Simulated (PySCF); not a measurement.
Cl⁺: excitation energy

Cl⁺ [Ne] 3s2 3p4 (3P) → Cl⁺ [Ne] 3s2 3p3 4s1 (5S), as a difference of total energies. Computed with PySCF 2.14 in aug-cc-pCVTZ-DK with one added diffuse shell each of s, p, d, f type (9s8p6d4f, 91 functions), with scalar relativity by spin-free X2C-1e. Correlated levels: valence: [Ne] frozen; valence and next inner shell: 1s2 frozen; nothing frozen. The calculations carry no spin-orbit coupling.

```
                                method  excitation energy (eV)  error (eV)
                                   UHF                  12.579      -0.754
                                   LDA                  13.267      -0.066
                                   PBE                  13.247      -0.086
                                  PBE0                  13.349      +0.016
                                r2SCAN                  13.561      +0.228
                                 HSE06                  13.329      -0.004
                                  PW91                  13.300      -0.033
                             CAM-B3LYP                  13.523      +0.190
                                 B97-3                  13.687      +0.354
                         MP2 (valence)                  12.979      -0.354
                     SCS-MP2 (valence)                  13.202      -0.131
    MP2 (valence and next inner shell)                  12.990      -0.343
SCS-MP2 (valence and next inner shell)                  13.206      -0.127
                   MP2 (all electrons)                  12.993      -0.340
               SCS-MP2 (all electrons)                  13.208      -0.125
```

Reference: 13.333 eV (measured; NIST levels, between the centres of gravity of the two terms).

Errors of the correlated levels include the incompleteness of this basis and the frozen core.
